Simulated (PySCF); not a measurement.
**Xe⁺: excitation energy**

Xe⁺ [Kr] 4d10 5s2 5p5 (2P) → Xe⁺ [Kr] 4d10 5s2 5p4 6s1 (4P), as a difference of total energies. Computed with PySCF 2.14 in x2c-TZVPPall with one added diffuse shell each of s, p, d, f type (9s7p5d3f, 76 functions), with scalar relativity by spin-free X2C-1e. Correlated levels: valence and next inner shell: [Ar] 3d10 frozen. The calculations carry no spin-orbit coupling.

```json
{"method": "UHF", "excitation energy (eV)": "11.340", "error (eV)": "-0.013"}
{"method": "MP2 (valence and next inner shell)", "excitation energy (eV)": "11.592", "error (eV)": "+0.239"}
{"method": "SCS-MP2 (valence and next inner shell)", "excitation energy (eV)": "11.686", "error (eV)": "+0.333"}
{"method": "CCSD (valence and next inner shell)", "excitation energy (eV)": "11.595", "error (eV)": "+0.242"}
{"method": "CCSD(T) (valence and next inner shell)", "excitation energy (eV)": "11.587", "error (eV)": "+0.234"}
```

Reference: 11.353 eV (measured; NIST levels, between the centres of gravity of the two terms).

Errors of the correlated levels include the incompleteness of this basis and the frozen core.

The promoted electron is Rydberg-like, and one or two diffuse shells describe it only roughly, which tends to raise the upper state.
